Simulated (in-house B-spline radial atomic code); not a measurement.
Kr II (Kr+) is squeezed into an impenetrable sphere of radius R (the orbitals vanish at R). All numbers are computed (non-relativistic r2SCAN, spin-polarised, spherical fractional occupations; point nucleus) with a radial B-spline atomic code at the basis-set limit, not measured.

Energies in eV above the free ion in [Ar] 3d10 4s2 4p5:

```tsv
R (bohr)	highest level (eV)	[Ar] 3d10 4s2 4p5	[Ar] 3d9 4s2 4p5 4f1	[Ar] 3d10 4s2 4p4 4f1
9.54	-19.4	0	107.6	22.48
5.8	-19.3	0.06188	113.3	28.12
5.32	-19.2	0.1741	115.2	29.99
4.07	-17.7	2.475	124.4	39.56
3.81	-16.8	4.281	128.3	43.62
2.84	-6.78	33.44	169.4	85.2
2.71	-3.79	44.27	182.7	98.32
2.07	27.9	185.5	345.6	252.2
1.67	86	499.5	689.4	568.2
1.22	296	1854	2119	1872
```

(1) Does [Ar] 3d9 4s2 4p5 4f1 fall below [Ar] 3d10 4s2 4p5 under compression?

(2) Does [Ar] 3d10 4s2 4p4 4f1 fall below [Ar] 3d10 4s2 4p5 under compression?

The highest level is first positive in the row R = 2.07 bohr, pushed up by confinement above the zero of the free ion's potential. Each configuration is held fixed and needn't be the lowest in the sphere.

## Answers

(1) No, it stays above over the whole range.

(2) No, it stays above over the whole range.
